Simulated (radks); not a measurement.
Question: Valence configurations of neutral caesium (all share [Xe]). All-electron calculation, scalar-relativistic Kohn-Sham, PBE, spin-polarised, spherical densities, point nucleus; open shells are filled with parallel spins first (spin-orbit coupling, left out, can overturn this in heavy ions). Program: a radial shooting solver on a logarithmic mesh with Libxc functionals. Order these by energy: 5d1; 6s1; 6s0.5 6p0.5; 5d0.5 6s0.5; 6p1.

Answer: From the lowest, in eV above it: 6s1 0.000; 6s0.5 6p0.5 0.700; 5d0.5 6s0.5 0.863; 6p1 1.386; 5d1 1.706. NIST lists [Xe] 6s1 as the ground configuration; this level of theory agrees among the configurations tried. The energies are those of spherical high-spin densities, not of single terms. No valid solution was reached for [Xe] 4f1; [Xe] 4f0.5 6s0.5.
